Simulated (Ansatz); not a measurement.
The first iterations of a band of CH4 + H4OSn (11 atoms, charge 0, multiplicity 1).

Theory: RKS revPBE-D4/def2-mTZVP in Ansatz.

| Quantity | Value |
| --- | --- |
| movable images | 7 |
| climbing image | yes |
| spring | 5.0 eV/Å² |
| optimiser | quadratic models (default) |
| start path | through a guess of the saddle point |
| force threshold | 0.05 eV/Å |
| iteration limit | 60 |
| end points | relaxed |

First end point:

```xyz
11
Properties=species:S:1:pos:R:3
Sn -0.760 1.544 0.646
O -0.324 -0.014 1.858
H -1.830 0.863 -0.515
H -1.508 2.785 1.596
H 0.705 2.119 -0.071
H 0.641 -1.481 -0.159
C 0.756 -1.519 -1.250
H -0.065 0.299 2.745
H 1.371 -2.385 -1.527
H 1.246 -0.601 -1.603
H -0.232 -1.610 -1.720
```

Last end point:

```xyz
11
Properties=species:S:1:pos:R:3
Sn -0.603 1.061 -0.476
O 0.638 -0.762 2.023
H -1.224 2.109 -1.719
H -1.916 0.692 0.589
H 0.605 1.955 0.386
H 0.007 -1.115 2.678
C 0.223 -0.723 -1.389
H 1.176 -0.133 2.538
H 0.715 -1.321 -0.613
H 0.956 -0.451 -2.161
H -0.576 -1.314 -1.856
```

| iteration | highest image above the first end (eV) | largest band force component (eV/Å) |
| --- | --- | --- |
| 1 | 25.101 | 151.162 |
| 2 | 6.936 | 42.940 |
| 3 | 3.786 | 22.532 |
| 4 | 1.917 | 8.136 |
| 5 | 2.121 | 3.921 |
| 6 | 2.151 | 2.436 |
| 7 | 2.030 | 3.833 |
| 8 | 1.965 | 3.337 |
| 9 | 1.885 | 1.296 |
| 10 | 1.638 | 0.820 |
| 11 | 1.455 | 0.708 |
| 12 | 1.257 | 0.859 |
| 13 | 1.092 | 0.908 |
| 14 | 1.191 | 1.043 |

Question: Does the band converge within its limit, and where does its top end?

Answer: It converged. It ended after 43 iterations with the highest image 1.981 eV above the first end. Neighbouring images differ by up to 1.9 eV, so the band resolves the path poorly. A vibrational analysis at the climbing image gives one clearly imaginary mode, 1285i cm⁻¹: a first-order saddle point. The orbitals stay closed-shell, which can raise the energy where a bond breaks towards radicals; this wasn't checked here.

Run time: 8.3 min on 2 threads of Intel(R) Xeon(R) CPU @ 2.80GHz (Skylake/Cascade Lake) (shared host), peak memory 0.21 GiB.
